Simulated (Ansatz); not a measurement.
Input file for Ansatz (a first-principles code): R-wB97M-V/def2-TZVPP on BH5O6Si (SMILES OB(O)O[Si](O)(O)O).

Ansatz 0.2 input:
```yaml
crystal:
  periodic: [false, false, false]
  atoms:
    - {symbol: O, position_ang: [-1.70069227, -0.69555632, 0.39267012]}
    - {symbol: Si, position_ang: [-0.90955680, 0.73920914, 0.20897010]}
    - {symbol: O, position_ang: [-1.23908532, 1.55856172, -1.17998565]}
    - {symbol: O, position_ang: [-1.30803102, 1.70759258, 1.48133252]}
    - {symbol: O, position_ang: [0.72984425, 0.44562647, 0.14125719]}
    - {symbol: B, position_ang: [1.39678001, -0.67222105, -0.25694627]}
    - {symbol: O, position_ang: [0.68451313, -1.80852912, -0.57586341]}
    - {symbol: O, position_ang: [2.75709462, -0.70328590, -0.34221068]}
    - {symbol: H, position_ang: [-1.20922551, -1.43953084, 0.00625062]}
    - {symbol: H, position_ang: [-2.09014773, 2.01043349, -1.20971161]}
    - {symbol: H, position_ang: [-1.51251743, 1.24392852, 2.30184684]}
    - {symbol: H, position_ang: [1.25438243, -2.53651510, -0.85266931]}
    - {symbol: H, position_ang: [3.14664163, 0.15038643, -0.11494046]}
basis:
  gaussian:
    orbitals: def2-TZVPP
hamiltonian:
  xc: {name: wB97M-V}
scf: {lower_state_search: off}
```

**Question.** What total energy does the run end on?

**Answer.** -769.1775 hartree.

**Question.** How many basis functions does it have, and what does it roughly cost on one machine?

**Answer.** 329 functions; around 30 core-seconds (rough).
